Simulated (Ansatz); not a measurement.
Harmonic frequencies (cm⁻¹) at PBE0-D4/def2-TZVP from Ansatz: 48, 119, 124, 190, 316, 410, 470, 506, 615, 635, 704, 792, 843, 865, 873, 880, 1205, 1268, 1453, 1456, 1707, 2135, 2162, 3069, 3162, 3166, 3484.

Each molecule was computed in one conformer, which needn't be the lowest.

(1) Which molecule is it?
A. `C[N](C)[Ge][Cl]`
B. `C#CC(=C)C`
C. `FB1[SiH2]BCS1`
D. `[CH3][GeH2][C](=N)Cl`

Results:

(1) D.
